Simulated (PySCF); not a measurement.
Computed IR spectrum (relative IR intensity) of a molecule C4H8OS. Geometry: B3LYP-D3(BJ)/def2-SVP. Other conformers were not sampled. These are B3LYP-D3(BJ)/def2-SVP (PySCF 2.14.0) values and carry that method's errors. Frequencies are harmonic and unscaled.

| ν (cm⁻¹) | relative intensity |
|---|---|
| 66 | 3.7 |
| 229 | 2.3 |
| 502 | 14 |
| 567 | 3.2 |
| 647 | 12 |
| 714 | 6.5 |
| 881 | 23 |
| 928 | 2.7 |
| 1001 | 19 |
| 1014 | 5.1 |
| 1106 | 50 |
| 1123 | 2.4 |
| 1134 | 100 |
| 1216 | 100 |
| 1270 | 44 |
| 1349 | 40 |
| 1393 | 46 |
| 1450 | 12 |
| 1459 | 4.4 |
| 3027 | 40 |
| 3032 | 91 |
| 3035 | 4.4 |
| 3114 | 26 |
| 3138 | 33 |

**Question.** Pick the molecule that these values belong to.
(A) CCSC(C)=O
(B) CCCSC=O
(C) CC[C@@H](S)C=O
(D) C[C@H]1O[C@H](C)S1

**Answer.** D, C[C@H]1O[C@H](C)S1
